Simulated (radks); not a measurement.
Q: All-electron atom: a nucleus of charge 78.4 with 78 electrons in [Xe] 4f14 5d9 6s1. Method: Dirac Kohn-Sham, PBE, spin-unpolarised, spherical densities, finite nucleus; open shells are shared between the two j in proportion to 2j + 1; Fermi nuclear charge, rms radius 5.427 fm; computed with a radial shooting solver on a logarithmic mesh with Libxc functionals.

Spin-orbit splittings of the eigenvalues, e(l+1/2) - e(l-1/2), with zeta = 2 splitting/(2l+1) and mean radii in bohr:

| shell | occ. | splitting (eV) | zeta (eV) | <r> j=l-1/2 | <r> j=l+1/2 |
|---|---|---|---|---|---|
| 2p | 6 | 1771 | 1181 | 0.05863 | 0.06711 |
| 3p | 6 | 389.9 | 259.9 | 0.1755 | 0.1911 |
| 3d | 10 | 83.95 | 33.58 | 0.1665 | 0.1712 |
| 4p | 6 | ? | ? | 0.4145 | 0.4484 |
| 4d | 10 | 17.33 | 6.930 | 0.4577 | 0.4689 |
| 4f | 14 | 3.594 | 1.027 | 0.5054 | 0.5126 |
| 5p | 6 | 15.56 | 10.37 | 1.022 | 1.121 |
| 5d | 9 | 1.456 | 0.5823 | 1.580 | 1.656 |

Estimate the 4p splitting.

A: 93.10 eV (zeta = 62.07 eV).
